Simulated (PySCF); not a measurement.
A side-by-side comparison of computed properties.

First species: C5H12Si2.
Structure used (GFN2-xTB), in Å, numbered top down from 1:
```
atom  x, y, z in Å
C1     2.3596    2.4948   -1.0763
C2     2.0518    1.4690   -0.5299
Si3    1.5231   -0.1077    0.2858
C4    -0.3618   -0.3017    0.0002
C5    -1.0942    0.8920    0.6199
C6    -0.6468   -0.3166   -1.5044
Si7   -1.0104   -1.9211    0.7815
H8     2.6389    3.3914   -1.5517
H9     1.8244   -0.0062    1.7186
H10    2.2597   -1.2125   -0.3391
H11   -0.9231    0.9473    1.6937
H12   -2.1696    0.8168    0.4540
H13   -0.7533    1.8276    0.1750
H14   -0.3013    0.6056   -1.9734
H15   -0.1467   -1.1519   -1.9920
H16   -1.7167   -0.4083   -1.6956
H17   -0.3298   -3.0680    0.1757
H18   -0.7617   -1.9095    2.2247
H19   -2.4519   -2.0317    0.5408
```

Second species: C5H12Si2.
InChI=1S/C5H12Si2/c1-3-7-4-6-5(7)2/h3,5,7H,1,4,6H2,2H3/t5-,7-/m1/s1

Levels: PBE0/def2-SVPD for dipole moment, HOMO energy, LUMO energy, HOMO–LUMO gap, static isotropic polarisability and electronic spatial extent ⟨r²⟩ about the centre of nuclear charge; TDDFT PBE0/def2-SVPD for lowest singlet excitation; TDA PBE0/def2-SVPD for lowest triplet excitation (Tamm–Dancoff); GFN2-xTB for rotational constant A and rotational constant C. Geometries: GFN2-xTB. All species are isolated and taken at one optimised geometry, non-relativistic unless stated; the electronic structure was computed with PySCF and density fitting.

The conformers computed, where there is a choice (atom-mapped SMILES and torsion angles):
- `[CH:1]#[C:2][SiH2:3][C:4]([CH3:5])([CH3:6])[SiH3:7]`: C2–Si3–C4–C5 -60°
- `[CH2:1]=[CH:2][Si@@H:3]1[CH2:4][SiH2:5][C@H:6]1[CH3:7]`: C1–C2–Si3–C4 58°

Problem. Which has the higher HOMO–LUMO gap?

Solution. The first: 7.61 eV against 6.51 eV, a difference of 1.10 eV.

Problem. Which of the two has the higher S1 energy, and by how much?

Solution. The first: 6.16 eV against 5.34 eV, a difference of 0.82 eV.

Problem. Which has the higher dipole moment?

Solution. The first: 0.92 D against 0.59 D, a difference of 0.33 D.

Problem. Which of the two has the higher rotational constant C, and by how much?

Solution. The second: 1.110 GHz against 0.938 GHz, a difference of 0.172 GHz.

Problem. Which of the two has the higher ⟨r²⟩, and by how much?

Solution. The first: 1370 bohr² against 1253 bohr², a difference of 117 bohr².

Problem. Which has the higher HOMO energy?

Solution. The second: -7.31 eV against -7.78 eV, a difference of 0.47 eV.

Problem. Which has the higher T1 energy?

Solution. The first: 5.00 eV against 4.08 eV, a difference of 0.92 eV.

Problem. Which has the higher static isotropic polarisability?

Solution. The first: 111.8 au against 110.2 au, a difference of 1.6 au.

On the first: The principal polarisabilities are 95.2, 102.1 and 138.2 au; their mean is the isotropic value. S1 lies 1.45 eV below the HOMO–LUMO gap; its leading configuration is HOMO−1→LUMO, weight 0.60.

On the second: In atomic units the dipole is 0.23 e·bohr (1 au = 2.5417 D). The principal polarisabilities are 97.8, 109.1 and 123.6 au; their mean is the isotropic value.
